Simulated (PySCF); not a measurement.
A GIAO shielding run with PySCF 2.14.0 with density-fitted response routines (density fitting, non-relativistic, gas phase) on `C[SiH2][Si@@]([SiH3])(P)C[SiH3]`, C2H15PSi4:

```
$ OMP_NUM_THREADS=1 python probes_run.py task.json out

{"job": {"kind": "nmr", "xc": "PBE0", "basis": "pcSseg-1"}, "charge": 0, "multiplicity": 1}
C     -3.265078    -0.681072    -0.198184
Si    -1.845180     0.008661    -1.258502
Si     0.144634    -0.083570     0.013515
Si    -0.032798     0.574525     2.256805
P      1.006886    -2.188284     0.036540
C      1.466557     0.979956    -0.897811
Si     3.252289     0.890553    -0.247684
H     -3.073269    -1.710139     0.093357
H     -3.392048    -0.101736     0.711982
H     -4.210208    -0.665294    -0.731730
H     -1.814349    -0.766162    -2.512169
H     -2.195123     1.382077    -1.652914
H     -0.404583     1.990775     2.330034
H      1.166417     0.406379     3.079309
H     -1.104006    -0.159795     2.940890
H     -0.187093    -2.768998     0.423527
H      0.746536    -2.438649    -1.298721
H      1.131589     2.017715    -0.874494
H      1.475157     0.694140    -1.951491
H      3.730999    -0.490062    -0.302545
H      3.285414     1.393656     1.128391
H      4.106845     1.734709    -1.088956
```

Hardware: 1 thread of an Intel Xeon, shared host. The job also computes population analyses, field gradients.

Q: How large is the calculation?

A: 98 electrons, 229 basis functions and 1309 auxiliary functions.

Q: How long does it take, and how much memory does it need?

A: 110 s of wall time, with 12 SCF cycles and 4 response iterations; peak memory 1 GiB. Times on a shared host scatter by some tens of per cent.
